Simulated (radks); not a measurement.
The numbers below are computed, except where a source is named.
Question: The mean radii <r> (bohr) of the occupied orbitals of an atom or ion are listed with their occupations. Level of theory: scalar-relativistic Kohn-Sham, BLYP, spin-polarised, spherical densities, finite nucleus; Fermi nuclear charge, rms radius of each element as measured or else 0.836 A^(1/3) + 0.57 fm (a radial shooting solver on a logarithmic mesh with Libxc functionals).

| orbital | occ. | <r> |
|---|---|---|
| 1s up | 1 | 0.03610 |
| 1s down | 1 | 0.03610 |
| 2s up | 1 | 0.1568 |
| 2s down | 1 | 0.1568 |
| 2p up | 3 | 0.1366 |
| 2p down | 3 | 0.1366 |
| 3s up | 1 | 0.3995 |
| 3s down | 1 | 0.3993 |
| 3p up | 3 | 0.3909 |
| 3p down | 3 | 0.3906 |
| 4p up | 1 | 0.7970 |

Name the element and its charge. Open shells, if any, are filled with parallel spins first.

Answer: Z = 41, niobium, charge +22: Nb22+ in [Ar] 4p1. The 1s radius gives Z: for a bare nucleus <r> = (2 gamma + 1)/(2Z) with gamma = sqrt(1 - (Z/c)^2), 0.03547 bohr for Z = 41, and screening makes it slightly larger (0.03610 here). The occupations add up to 19, and the charge is Z minus that.
